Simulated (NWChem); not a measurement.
# C3H4O; SMILES O1C=CC1

```xyz
8

C     -0.5037    -0.9320     0.0000
C      0.7973    -0.5538     0.0000
O      0.6293     0.8217     0.0000
C     -0.8200     0.5458     0.0000
H     -1.0763    -1.8634     0.0000
H      1.8068    -0.9932     0.0000
H     -1.2921     0.9712    -0.9107
H     -1.2921     0.9712     0.9107
```
Atoms are numbered in this order, from 1.

Program: NWChem. Pople sets run with spherical d functions. The geometry was optimised at PBE-D3(BJ)/def2-SVP. Vzz is the largest principal value of the second derivative of the potential at the nucleus (NWChem prints the opposite sign); η is the asymmetry. Non-relativistic.

```json
[
 {"level": "Hartree-Fock/def2-SVP", "Vzz O3 (a.u.)": "-1.791", "η O3": "0.76", "relative time": "1"},
 {"level": "Hartree-Fock/cc-pVTZ", "Vzz O3 (a.u.)": "-1.819", "η O3": "0.76", "relative time": "8"},
 {"level": "B3LYP/def2-SVP", "Vzz O3 (a.u.)": "-1.604", "η O3": "0.76", "relative time": "2"},
 {"level": "B3LYP/6-31G*", "Vzz O3 (a.u.)": "-1.599", "η O3": "0.72", "relative time": "2"}
]
```

The last column is a rough cost ratio, cheapest run = 1.
